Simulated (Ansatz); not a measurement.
Single points on the cluster Ga₇Sb₇.

```yaml
crystal:
  periodic: [false, false, false]
  atoms:
    - {symbol: Ga, position_ang: [5.175678, 0.491082, -2.439248]}
    - {symbol: Ga, position_ang: [3.708226, -2.621963, -2.933067]}
    - {symbol: Ga, position_ang: [-0.013724, -2.516832, 0.241995]}
    - {symbol: Ga, position_ang: [2.555528, 0.665876, -3.381463]}
    - {symbol: Ga, position_ang: [2.596756, 2.325651, -0.177486]}
    - {symbol: Ga, position_ang: [0.910120, 0.178173, 0.339912]}
    - {symbol: Ga, position_ang: [3.070338, -1.844483, -0.566491]}
    - {symbol: Sb, position_ang: [3.839117, 2.779468, -2.430930]}
    - {symbol: Sb, position_ang: [0.952493, -1.079078, -2.164142]}
    - {symbol: Sb, position_ang: [2.129815, -1.787954, 1.945529]}
    - {symbol: Sb, position_ang: [0.177526, 2.645557, 0.495632]}
    - {symbol: Sb, position_ang: [3.896382, 0.530376, 1.426325]}
    - {symbol: Sb, position_ang: [5.606658, -1.000434, -0.316935]}
    - {symbol: Sb, position_ang: [4.462587, -0.692239, -4.704430]}
basis:
  gaussian: {orbitals: def2-SVP, fitting: {mean_field: def2-universal-jkfit}, initial_orbitals: start.molden}
hamiltonian: {xc: pbe, dispersion: d4}
scf: {omitted_lower_state_checks: [starts]}
output: {orbitals: {seedname: orbitals}}
```

The file start.molden holds the orbitals of an earlier run on this structure, at another level or in another basis.

```sh
$ ansatz run in.yaml --threads 2 --pin off --events-out ev --progress --plain --max-ram 22528MiB --backend cuda --devices 0, --max-vram 18GiB
```

It prints (some lines left out):

```
Functional definition: PBE
3388 factors; integrals over basis functions are off by at most 1.9e-2 eV
mean field evaluation 1: about -412319.8282 eV, gradient 5.3e1 eV
mean field evaluation 2: about -412320.6832 eV, gradient 1.6e0 eV
mean field evaluation 4: about -412320.7206 eV, gradient 7.2e-2 eV
mean field evaluation 8: about -412320.7207 eV, gradient 1.6e-5 eV
mean field -412320.72068035 eV, -15152.5070039806 hartree, gradient 1.6e-5 eV, S^2 0.000000; 0 other end points of the search recorded, 0 dependent functions left out
reference -412320.72072870 eV, -15152.5070057571 hartree; 189, 189 occupied and 217, 217 virtual orbitals, 3388 factors
Total energy: -412323.05808144 eV, -15152.5929018860 hartree
Checks for a lower state left out: starts
```

Hardware: 2 threads of AMD EPYC 7R13 on a shared host and a share (18 GiB) of an NVIDIA H100 80GB HBM3. Wall time 3.9 s, peak host memory 0.97 GiB.

As the first input, with `gaussian: {orbitals: def2-TZVP, fitting: {mean_field: def2-universal-jkfit}, initial_orbitals: start.molden}`, `hamiltonian: {xc: pbe0, dispersion: d4}` (abridged; 6.5 s):

```
Functional definition: PBE0
mean field -412377.61153714 eV, -15154.5977044053 hartree, gradient 1.2e-5 eV, S^2 0.000000
Total energy: -412379.72697795 eV, -15154.6754454212 hartree
Checks for a lower state left out: starts
```

First input, but with `hamiltonian: {xc: pbe0, dispersion: d4}` (abridged; 4.2 s):

```
Functional definition: PBE0
mean field -412329.39001881 eV, -15152.8255962924 hartree, gradient 2.6e-5 eV, S^2 0.000000
Total energy: -412331.50545668 eV, -15152.9033372003 hartree
Checks for a lower state left out: starts
```

First input, but with `gaussian: {orbitals: def2-TZVP, fitting: {mean_field: def2-universal-jkfit}, initial_orbitals: start.molden}`, `output: {forces: true, orbitals: {seedname: orbitals}}` (abridged; 8.1 s):

```
Functional definition: PBE
mean field -412369.14495412 eV, -15154.2865632183 hartree, gradient 1.5e-5 eV, S^2 0.000000
Total energy: -412371.48235843 eV, -15154.3724612424 hartree
Atom 0 force     0.075089     0.004525     0.052742 eV/Å
Atom 1 force    -0.008515    -0.036163    -0.021697 eV/Å
Atom 2 force    -0.038683    -0.049294    -0.029107 eV/Å
Atom 3 force    -0.126841     0.013132     0.008705 eV/Å
Atom 4 force     0.089926     0.005657    -0.035698 eV/Å
Atom 5 force     0.024328    -0.085028     0.023706 eV/Å
Atom 6 force    -0.060366     0.045048     0.045927 eV/Å
Atom 7 force     0.050736     0.134212    -0.048433 eV/Å
Atom 8 force    -0.042049    -0.039401    -0.070823 eV/Å
Atom 9 force     0.042632     0.010848     0.146967 eV/Å
Atom 10 force    -0.136786     0.102235     0.038912 eV/Å
Atom 11 force    -0.009599    -0.044697     0.002150 eV/Å
Atom 12 force     0.074323    -0.044786     0.060965 eV/Å
Atom 13 force     0.065805    -0.016288    -0.174316 eV/Å
Dipole moment:     0.069934    -0.524605     0.015045 e Å
Checks for a lower state left out: starts
```

As the first input, with `gaussian: {orbitals: def2-TZVP, fitting: {mean_field: def2-universal-jkfit}, initial_orbitals: start.molden}`, `hamiltonian: {xc: {name: B3LYP}, dispersion: d4}` (abridged; 7 s):

```
Functional definition: B3LYP
mean field -412446.72335308 eV, -15157.1375167955 hartree, gradient 1.9e-5 eV, S^2 0.000000
Total energy: -412450.63617379 eV, -15157.2813103044 hartree
Checks for a lower state left out: starts
```

The first input with `gaussian: {orbitals: def2-SVP, initial_orbitals: start.molden}`, `hamiltonian: {xc: pbe}`, `correlation: {method: rpa}` and without the key `output` (abridged; 12 s):

```
Functional definition: PBE
mean field -412320.71445612 eV, -15152.5067752443 hartree, gradient 2.3e-6 eV, S^2 0.000000
91 core orbitals not correlated: weight in the atoms' cores, before any rotation towards them, 1.000 or more for the frozen orbitals, at most 0.000 for the correlated occupied ones
Total energy: -411959.29489706 eV, -15139.2248514279 hartree
Checks for a lower state left out: starts
```

As the first input, with `gaussian: {orbitals: def2-SVP, initial_orbitals: start.molden}`, `correlation: {method: mp2}` and without the key `hamiltonian` (abridged; 9.5 s):

```
Functional definition: HF
mean field -411875.48643887 eV, -15136.1449473965 hartree, gradient 2.9e-6 eV, S^2 0.000000; unrestricted orbitals would lower it
91 core orbitals not correlated: weight in the atoms' cores, before any rotation towards them, 1.000 or more for the frozen orbitals, at most 0.000 for the correlated occupied ones
second order -64.79830913 eV of doubles, -0.00000000 eV of singles
Total energy: -411940.28474800 eV, -15138.5262413352 hartree
Checks for a lower state left out: starts
```

Geometry: r2SCAN-D4/def2-SVP.

In the def2 sets Sb takes a core potential; there is no spin–orbit coupling. B3LYP takes the VWN-RPA correlation. Correlated methods freeze 91 core orbitals; core or outer-core shells of Ga, Sb are correlated, in sets that lack core-valence functions. Single mean-field runs in def2-SVP, def2-TZVP are fitted with def2-universal-jkfit. The restricted singlet is unstable towards broken spin symmetry in Hartree–Fock (as tested in another run); at PBE-D4/def2-SVP, PBE0-D4/def2-TZVP, PBE0-D4/def2-SVP, PBE-D4/def2-TZVP and others this wasn't settled. At MP2/def2-SVP the restricted singlet (for correlated methods, its reference) is unstable: a solution with broken spin symmetry lies lower. The structure comes from a short search, and lower isomers may exist.
